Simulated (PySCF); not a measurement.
**Two-component Hartree-Fock for O³⁺ (oxygen, charge +3)**

Start: [He] 2s1 2p2; 2s1/2 filled at m_j = +1/2; 2p3/2 filled at m_j = +1/2, +3/2. Calculated with PySCF 2.14 in x2c-TZVPall-2c with one added diffuse shell each of s, p, d type (6s4p3d1f, 40 functions): generalised Hartree-Fock with the X2C-1e Hamiltonian and a Gaussian nucleus; one run each with spin-orbit coupling (SO) switched off, then screened by Boettger's factors. This is a chosen level, not necessarily the ground level.

| spinor shell | electrons | ε, spin-free (eV) | ε, screened SO (eV) | weight of nominal j (screened SO) | rms radius, screened SO (bohr) |
| --- | --- | --- | --- | --- | --- |
| 1s1/2 | 2 | -632.22 | -632.23 | 1.000 | 0.230 |
| 2s1/2 | 1 | -95.423 | -95.425 | 1.000 | 1.05 |
| 2p3/2 | 2 | -78.950 | -78.942 | 0.832 | 1.01 |

```csv
quantity,spin-free,screened SO
E (hartree),-70.90050,-70.89984
M_J,5/2,5/2
⟨J²⟩,8.751,8.751
⟨L²⟩,2.001,2.001
⟨S²⟩,3.750,3.750
```

Each row is a mean over spinors that exchange with the open shell spreads, by up to 6.147 eV (1s1/2).

Rows whose weight is well below 1 are mixtures of j = l ± 1/2: exchange outweighs spin-orbit coupling there, and the label is only the starting occupation.

Without spin-orbit coupling the j labels of p, d and f shells carry no meaning; the spin-free column gives the mean over the occupied spinors of each nl shell.
